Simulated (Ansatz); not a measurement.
`C[CH2][Zn][Cl]`, relaxed with RKS PBE0-D4/def2-TZVP in Ansatz 0.2.0 from a PBE-D4/def2-SVP geometry. The force threshold is 0.005 eV/Å; the program also tests the step.

The species carries charge 0 and has multiplicity 1.

Start:

```xyz
9

C    -0.911    0.698   -0.299
C    -0.003   -0.087    0.655
Zn    1.466   -1.029   -0.201
Cl    3.074   -2.062   -1.136
H    -1.730    1.212    0.249
H    -1.394    0.044   -1.054
H    -0.359    1.482   -0.857
H     0.444    0.587    1.419
H    -0.587   -0.844    1.224
```

Problem. How much energy does the relaxation release, and in how many steps? (An estimate is asked.)

Solution. Computed: 0.03 eV, in 3 steps.

Problem. Which bonds change most? (An estimate is asked.)

Solution. Ansatz gave: C2–H9 from 1.112 to 1.094 Å; C2–H8 from 1.112 to 1.094 Å; C1–H5 from 1.112 to 1.095 Å; C1–H7 from 1.109 to 1.093 Å.

Problem. Give the relaxed structure. (Estimate.)

Solution. The calculation gave: 
```xyz
9

C    -0.910    0.697   -0.297
C    -0.005   -0.085    0.651
Zn    1.463   -1.027   -0.199
Cl    3.059   -2.052   -1.127
H    -1.713    1.201    0.250
H    -1.384    0.050   -1.039
H    -0.362    1.467   -0.845
H     0.434    0.580    1.400
H    -0.582   -0.830    1.208
```
